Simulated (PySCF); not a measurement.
# How the method changes the shape and vibrations of FO2Si anion

Calculated results; nothing here was measured. The program is PySCF 2.14.0, an open-source quantum chemistry code, run on an isolated molecule that a program drew, which may never have been made. The molecule is FO2Si anion (charge -1, singlet), drawn as the SMILES string `O=[Si]([O-])F`.

The geometry was optimised and harmonic frequencies were computed with HF and MP2, all in the aug-cc-pV(D+d)Z basis, for the commonest isotopes, with a restricted reference for singlets and an unrestricted one otherwise, and a frozen core in MP2. Each result is a local minimum of its method.

Geometry at the HF minimum:
```xyz
4
FO2Si anion, angstrom
O    -2.3685   -0.6620    3.5980
Si   -0.9462   -0.6858    3.0518
O     0.0805   -1.7570    2.7050
F    -0.3817    0.8089    2.7673
```

Lengths of the bonds as drawn, in Å (atoms numbered as above):
| bond | HF | MP2 |
|---|---|---|
| O1-Si2 | 1.524 | 1.571 |
| Si2-O3 | 1.524 | 1.571 |
| Si2-F4 | 1.623 | 1.669 |

Rotational constants, in GHz:
| constant | HF | MP2 |
|---|---|---|
| A | 8.66 | 8.212 |
| B | 7.905 | 7.416 |
| C | 4.133 | 3.897 |

Harmonic frequencies in cm^-1, each column in rising order, so a row needn't be the same motion in every method:
```
rank,HF,MP2
1,393,351
2,425,370
3,471,401
4,804,?
5,1086,956
6,1351,1200
```

**Estimate the missing MP2 frequency from the HF column.**

A single factor s that minimises the squared misfit of MP2 against s times HF over the other rows is sum(HF x MP2) / sum(HF^2) = 0.8826, with an rms misfit of 8 cm^-1. For rank 4 it gives 0.8826 x 804 = 710 cm^-1. The calculation gives 715 cm^-1, 5 cm^-1 above the estimate. The drawn bonds are on average 3.0 % longer in MP2 than in HF.
